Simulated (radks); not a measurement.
Values are calculated unless marked as measured or tabulated.
Spherical quantum dot in the effective-mass picture: electrons in a well V = -V0 / (1 + exp((r - R)/a)) with V0 = 8.51, R = 3.9, a = 0.22, all in effective atomic units (hartree* = m*/eps^2 hartree, bohr* = eps/m* bohr), one dielectric constant everywhere. Level of theory: non-relativistic Kohn-Sham, LDA (Slater exchange, Perdew-Wang correlation), spin-polarised, spherical densities (a radial shooting solver with Libxc functionals). Levels are named by radial order and angular momentum (1s, 1p, 1d, 2s, ...), and open shells are averaged over m. Results are scaled to m* = 0.592 and eps = 15, for which hartree* = 71.6 meV and bohr* = 1.341 nm.

N = 5, configuration 1s2 1p(up 3, down 0). This is the lowest configuration that the search found. Occupied and some empty levels:

| level | occupation | eigenvalue (meV) | <r> (nm) |
|---|---|---|---|
| 1s up | 1 | -469.12 | 2.950 |
| 1s down | 1 | -462.71 | 2.937 |
| 1p up | 3 | -450.30 | 3.276 |
| 1p down | 0 | -443.68 | 3.283 |
| 1d up | 0 | -423.05 | 3.509 |
| 1d down | 0 | -416.54 | 3.520 |
| 2s up | 0 | -395.69 | 2.569 |
| 2s down | 0 | -391.27 | 2.569 |
| 1f up | 0 | -388.85 | 3.690 |
| 1f down | 0 | -382.56 | 3.703 |

Energy (meV): total -2593.77, kinetic 166.63, external -2999.0, Hartree 343.47, exchange-correlation -104.89.
